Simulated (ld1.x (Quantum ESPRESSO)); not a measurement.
# Which change was made? (Eu, TM)

| Item | Value |
| --- | --- |
| Element | Eu |
| Generator | ld1.x (Quantum ESPRESSO) 7.5 |
| Type | norm-conserving Troullier–Martins (Kleinman–Bylander form) |
| Functional | PBEsol |
| Relativity | scalar-relativistic |
| Frozen core | [Kr] 4d10 4f6 |
| Valence charge | 11 |
| Reference configuration | 5s2 5p6 5d1.5 6s1.5 6p0 |
| Partial waves | 5s (bound): rc 2.20 bohr; 5p (bound): rc 2.70 bohr; 5d (bound): rc 2.85 bohr |
| Local potential | the d channel |
| Core correction | none |

Occupied shells without a wave of their own: 6s. They enter only through the test configuration that unscreens the potential.

Cutoffs, loose and tight: the cutoffs (Ry, on a coarse ladder) from which the occupation-weighted sum of valence levels, in a spherical-Bessel basis at the reference potential, stays within 10 and 1 mRy of its value at 400 Ry. They do not see the model core or the augmentation charge, which bear on the density cutoff. Test errors are all-electron minus pseudo excitation energies from the reference, over the configurations 5s2 5p6 5d1 6s2 6p0; 5s2 5p6 5d1 6s1 6p0; 5s2 5p6 5d1 6s0 6p0; 5s2 5p6 5d0 6s0 6p0; 5s2 5p6 5d1 6s0 6p2; 5s2 5p6 5d0 6s2 6p1; 5s2 5p6 5d1 6s0 6p1; variants that change the core or the reference have their own tests. The largest error is taken over the tests solved by every variant that gives reliable tests at all, those not shown here included: 5s2 5p6 5d0 6s0 6p0; 5s2 5p6 5d1 6s0 6p0; 5s2 5p6 5d1 6s0 6p1; 5s2 5p6 5d1 6s1 6p0.

The base gives: outcome: generated, misses its reference levels by 0.38 eV; cutoff, loose: 21 Ry; cutoff, tight: 40 Ry; bound ghosts: none; largest test error (meV): +1416.

Problem. After one change the result is: outcome: generated, misses its reference levels by 0.39 eV; cutoff, loose: 21 Ry; cutoff, tight: 40 Ry; bound ghosts: none; largest test error (meV): +1458. Which change was it?
A. local potential the p channel
B. type TM semilocal; local potential the p channel
C. wave 5d (bound): rc 2.85 bohr becomes 5d (bound): rc 1.76 bohr
D. wave 5s (bound): rc 2.20 bohr becomes 5s (bound): rc 2.14 bohr

Solution. D. The others give: type TM semilocal; local potential the p channel → outcome: generated, misses its reference levels by 1.03 eV; bound ghosts: not determined; largest test error (meV): -11104 | local potential the p channel → outcome: generated; bound ghosts: not determined; largest test error (meV): -8458 | wave 5d (bound): rc 2.85 bohr becomes 5d (bound): rc 1.76 bohr → outcome: generated, misses its reference levels by 0.28 eV; cutoff, loose: 21 Ry; cutoff, tight: 40 Ry; bound ghosts: none; largest test error (meV): +1054.
